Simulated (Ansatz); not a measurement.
Calculated with Ansatz (gas phase, PBE0-D4/def2-TZVP geometries, no zero-point term in ΔE). CCSD(T)/CBS adds triple-zeta CCSD(T) − MP2 to the extrapolated MP2 energy (def2 sets, frozen cores). DFT in def2-TZVPP. def2 core potentials past Kr. For Ga, Y outer-core shells are correlated without core-valence functions, which leaves a few kJ/mol of doubt a bond. Scalar relativity is left out up to krypton. Each species was taken in one conformer, which may not be the lowest.

`[CH3][Y]([CH3])[OH]` + `[F][Ga]([Cl])[Cl]` → `[CH3][Y]([OH])[F]` + `[CH3][Ga]([Cl])[Cl]`  (redistribution)

(1) Is it downhill or uphill in electronic energy at CCSD(T)/CBS, and by how much? (Estimate.)

(2) What do these levels give: B97M-V, PBE, PBE0, r2SCANh, RPA@PBE/def2-TZVPP, CCSD/def2-SVP? (Estimate.)

Largest T1 diagnostic among the species: 0.014.

Results:

(1) The calculation gave: Downhill: ΔE = -47.1 kcal/mol.

(2) Computed: B97M-V -44.6, PBE -46.0, PBE0 -46.0, r2SCANh -45.6, RPA@PBE/def2-TZVPP -43.0, CCSD/def2-SVP -47.1 kcal/mol.

Leaving LDA and LC-ωPBE aside and taking each functional with its dispersion term where it has one, the values, not all of them listed here, spread over 2.7 kcal/mol, from CAM-B3LYP-D4 to B97M-V.
